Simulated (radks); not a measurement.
Neutral tantalum inside a hard spherical wall (all orbitals vanish at R), configuration held at [Xe] 4f14 5d3 6s2 and not refilled when levels cross. Calculated with a radial shooting solver on a logarithmic mesh with Libxc functionals: scalar-relativistic Kohn-Sham, PBEsol, spin-polarised, spherical densities, point nucleus; open shells are filled with parallel spins first (spin-orbit coupling, left out, can overturn this in heavy ions). Eigenvalues in eV for spin up, with the zero of energy where the potential of the charges vanishes at infinity; a dash marks a level that is unbound or too diffuse for the functional's potential to be trusted. A positive occupied level is held by the wall or, in an anion where self-interaction has pushed it up, behind a barrier. The pressure on the wall is -dE/dV.

R (bohr),E (hartree),kinetic (hartree),e(5p),e(4f),e(6s),e(5d),"e(6p, empty)","e(7s, empty)",pressure (GPa)
free,-15599.9561,17141.664,-39.839,-24.591,-5.917,-4.242,-1.566,-,0
20,-15599.9561,17141.664,-39.839,-24.591,-5.917,-4.242,-1.565,-,< 0.0001
15,-15599.9561,17141.664,-39.839,-24.590,-5.917,-4.242,-1.562,0.245,< 0.0001
12,-15599.9560,17141.665,-39.833,-24.584,-5.912,-4.236,-1.535,0.763,0.00106
10,-15599.9555,17141.671,-39.793,-24.544,-5.882,-4.201,-1.434,1.726,0.0158
8,-15599.9502,17141.714,-39.546,-24.293,-5.687,-3.982,-0.984,4.316,0.246
7,-15599.9376,17141.799,-39.137,-23.871,-5.340,-3.622,-0.320,7.216,1.02
4,-15599.2903,17144.556,-32.105,-16.141,4.264,3.374,14.330,50.340,127
3,-15597.1978,17152.390,-22.371,-4.646,27.280,15.657,45.252,123.33,1140
2,-15581.9902,17205.857,18.395,38.096,147.55,70.423,186.32,408.62,23500
1.5,-15537.4895,17347.068,111.45,110.44,404.05,187.22,465.29,921.61,182000
